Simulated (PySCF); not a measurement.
This PySCF input asks for the NMR shieldings of `C[SiH2][C@@H](F)C#C[SiH2]C(Cl)Cl`, C5H9Cl2FSi2; the geometry comes from GFN2-xTB.

```python
import basis_set_exchange as bse
import numpy as np
from pyscf import gto, dft
from pyscf.prop import nmr

atoms = """
C    -1.611973    1.982795   -0.021077
Si   -2.124054    0.931883    1.463608
C    -1.811744   -0.935237    1.011183
F    -2.642246   -1.269652   -0.057277
C    -0.435975   -1.153115    0.660147
C     0.718567   -1.269212    0.323437
Si    2.476694   -1.407085   -0.194143
C     2.539929   -0.459136   -1.877603
Cl    1.988443    1.213298   -1.655540
Cl    4.207250   -0.455861   -2.497883
H    -2.216037    1.750392   -0.895145
H    -1.727207    3.042161    0.189035
H    -0.571638    1.807523   -0.285940
H    -1.308970    1.180332    2.656895
H    -3.556433    1.022958    1.760508
H    -2.101508   -1.602399    1.830935
H     3.367351   -0.702433    0.723922
H     2.883106   -2.782647   -0.480408
H     1.916642   -0.885314   -2.662116
"""
names = dict.fromkeys(["C", "Si", "F", "Cl", "H"], "pcSseg-1")
basis = {el: gto.basis.parse(bse.get_basis(n, elements=[el], fmt="nwchem")) for el, n in names.items()}
mol = gto.M(atom=atoms, basis=basis, charge=0, verbose=0)
mf = dft.RKS(mol, xc="PBE0")
mf.grids.level = 2
mf.grids.alignment = dft.numint.BLKSIZE   # the property module wants whole blocks of grid points
mf.conv_tol = 1e-9
mf.kernel()

calc = nmr.RKS(mf)   # GIAO
C = mf.mo_coeff
Co = C[:, mf.mo_occ > 0]
resp = mf.gen_response(singlet=True, hermi=2)
def vind(x):   # induced exchange potential for any number of trial vectors
    d = np.einsum("pi,xij,qj->xpq", C, 2 * x.reshape(-1, C.shape[1], Co.shape[1]), Co, optimize=True)
    return np.einsum("xpq,pi,qj->xij", resp(d - d.transpose(0, 2, 1)), C, Co, optimize=True).ravel()
mo1, _ = nmr.rhf.solve_mo1(calc, with_cphf=vind)
sigma = calc.kernel(mo1)
for i, s in enumerate(sigma):   # ppm
    print("%2d %-2s %9.2f" % (i, mol.atom_pure_symbol(i), np.trace(s) / 3))
```

Question: What are the results?

Answer: 
```
 0 C     197.27
 1 Si    385.15
 2 C     107.08
 3 F     426.47
 4 C      71.70
 5 C      90.61
 6 Si    407.25
 7 C     114.52
 8 Cl    724.19
 9 Cl    736.82
10 H      31.14
11 H      31.57
12 H      30.65
13 H      27.52
14 H      27.29
15 H      26.15
16 H      27.28
17 H      27.08
18 H      25.97
```

These numbers come from an equivalent density-fitted implementation of the same equations, which agrees with the script to about 0.01 ppm for H and up to a few tenths of a ppm for heavy atoms, so last digits may differ.

Question: Turn these shieldings into chemical shifts. Chemical shifts δ = σref − σ; TMS for 13C (186.93 ppm), 29Si (349.16 ppm), 1H (31.72 ppm); 19F (170.95 ppm) against CFCl3; 35Cl (949.78 ppm) against HCl, all at this level.

Answer: Averaging equivalent atoms: C 4: 115.2; C 5: 96.3; C 2: 79.8; C 7: 72.4; C 0: -10.3; Si 1: -36.0; Si 6: -58.1; F 3: -255.5; Cl 8: 226; Cl 9: 213; H 18: 5.74; H 15: 5.56; H 17: 4.64; H 16: 4.44; H 14: 4.43; H 13: 4.19; H 10/11/12: 0.60 ppm. Unscaled 19F shifts against computed CFCl3 carry errors that often reach 10 to 50 ppm.

Size and cost of the density-fitted run: 243 basis functions, 73 s wall time on 1 thread of an Arm Neoverse V1, shared host; peak memory 1.1 GiB.
